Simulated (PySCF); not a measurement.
A thermochemical cycle for Ge2

r²SCAN in PySCF with def2-TZVPPD on every atom, for the lowest determinant that a PBE0 search found; no spin–orbit coupling. Ge2, a triplet (π ↑↑), has De = 3.14 eV to neutral atoms, and Ge₂⁺, a quartet (σ ↑, π ↑↑), has De = 3.57 eV to Ge⁺ + Ge.

The adiabatic ionisation energy of Ge2, between the minima, is 7.65 eV.

Q: Which ionisation energy of the Ge atom does this level give?

A: IE(Ge) = IE(molecule) + De(ion) − De(neutral) = 7.65 + 3.57 − 3.14 = 8.08 eV; the measured value is 7.899 eV (NIST ASD).

Spin–orbit coupling is left out. States were picked by a PBE0 search and need not be the measured ground states.
